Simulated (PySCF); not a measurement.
Isomers of C2H6GeO, mass 119.963 u with the commonest isotopes. Method: PBE0-D3(BJ)/def2-SVP geometry optimisation, gas phase in PySCF. One conformer each, none proved a minimum here; rigid rotors.

Question: Order these by rotational constant B, largest first.
A. `[CH3:1][GeH2:2][CH:3]=[O:4]` with C1–Ge2–C3–O4 -108°
B. `[CH2:1]=[CH:2][O:3][GeH3:4]` with C1–C2–O3–Ge4 1°
C. `C[C](=O)[GeH3]`

Answer: A (2799 MHz), C (2721 MHz), B (2650 MHz).

Question: Order these by rotational constant C, largest first.
A. `[CH2:1]=[CH:2][O:3][GeH3:4]` with C1–C2–O3–Ge4 1°
B. `[CH3:1][GeH2:2][CH:3]=[O:4]` with C1–Ge2–C3–O4 -108°
C. `[GeH3][C](C)=O`

Answer: B (2421 MHz), A (2281 MHz), C (2189 MHz).

Question: Order these by rotational constant A, smallest first.
A. `[CH3:1][GeH2:2][CH:3]=[O:4]` with C1–Ge2–C3–O4 -108°
B. `C[C](=O)[GeH3]`
C. `[CH2:1]=[CH:2][O:3][GeH3:4]` with C1–C2–O3–Ge4 1°

Answer: B (9254 MHz), A (9912 MHz), C (13525 MHz).

```csv
SMILES,point group,Ia (u·Å²),Ib (u·Å²),Ic (u·Å²),κ,μa (D),μb (D),μc (D)
C=C[O][GeH3],Cs,37.37,190.69,221.55,-0.93,1.00,0.74,0.01
[CH3][GeH2][CH]=O,C1,50.98,180.57,208.73,-0.90,2.17,0.44,1.13
C[C](=O)[GeH3],–,54.61,185.74,230.88,-0.85,0.34,2.31,0.04
```
